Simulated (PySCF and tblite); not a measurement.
Results of a calculation; reference values are marked as such.
C₆H₁₀BF₃, numbered as in [CH3:1][C@H:2]1[BH:3][C@H:4]([C:5]([F:6])([F:7])[F:8])[CH2:9][CH2:10]1.

The ensemble was built from 200 distance-geometry starts (ETKDG, UFF, GFN2-xTB) and rests on GFN2-xTB geometries. Energies: PBE0-D3(BJ)/pcSseg-1 (IEF-PCM, water), with GFN2-xTB thermal terms (modes under about 100 cm⁻¹ blended into free rotors). Symmetry numbers and mirror images are counted. Conformers within 2.5 kcal/mol (GFN2-xTB free energy) were kept, 4 at most. Codes: tblite and PySCF.

Rotational constants are equilibrium values for the commonest isotopes; dipoles come from the energy level named and are polarised by its solvent model.

The 5-ring runs over atoms 2–3–4–9–10.

```
conformer                                                                    shape  symmetry  weight %
        1                       5-ring twist (ring torsions 11, -31, 39, -32, 12°)        C1      99.8
        2  5-ring between envelope and twist (ring torsions -7, 26, -35, 30, -14°)        C1       0.2
```

Sets of constants, in random order:

```tsv
set	A (MHz)	B (MHz)	C (MHz)	abs μa (D)	abs μb (D)	abs μc (D)
P	2765	764	687	3.22	0.73	0.76
Q	2706	856	793	3.07	0.33	1.25
```

Problem. Match each set to its conformer.

Solution. P is conformer 1, Q is conformer 2.


Conformer gaps in pcSseg-1 on xTB geometries can be 2 kcal/mol off for S=O, P=O and other polar bonds.